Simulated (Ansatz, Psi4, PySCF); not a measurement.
BF₃, singlet, geometry from GFN2-xTB. Base run: CCSD(T)/cc-pVDZ in PySCF.

The PySCF input:
```python
from pyscf import gto, scf, cc

mol = gto.Mole()
mol.atom = '''
    B    -0.00000000    0.00000000   -0.00000000
    F    -0.00659779    1.30036204   -0.00088081
    F     1.12944220   -0.64446528    0.00325160
    F    -1.12284440   -0.65589676   -0.00237079
'''
mol.basis = 'cc-pvdz'
mol.verbose = 4
mol.build()

mf = scf.RHF(mol)
mf.kernel()

mycc = cc.CCSD(mf)
mycc.kernel()
et = mycc.ccsd_t()
print('E(CCSD(T)) = %.10f' % (mycc.e_tot + et))
```

The same geometry, method and basis name were run in Ansatz (a program for electronic structure) and Psi4 and PySCF, at each program's defaults and at the settings that a row names. The base is PySCF at its defaults. Differences at the defaults can come from grids, fitting, cores and function types together.

```tsv
code and settings	ΔE vs base (mEh)	basis functions	E (Eh)	SCF cycles
PySCF, defaults (exact integrals, spherical functions, all electrons correlated)	0.000	56	-323.86161	8
Psi4, defaults (exact integrals, spherical functions, all electrons correlated)	0.000	56	-323.86161	10
Ansatz, defaults (factorised integrals, spherical functions, frozen core)	8.074	56	-323.85354	-
PySCF, frozen core	8.068	56	-323.85355	8
Psi4, exact integrals, spherical functions, frozen core	8.068	56	-323.85355	10
Ansatz, high accuracy, frozen core	8.068	56	-323.85355	-
```
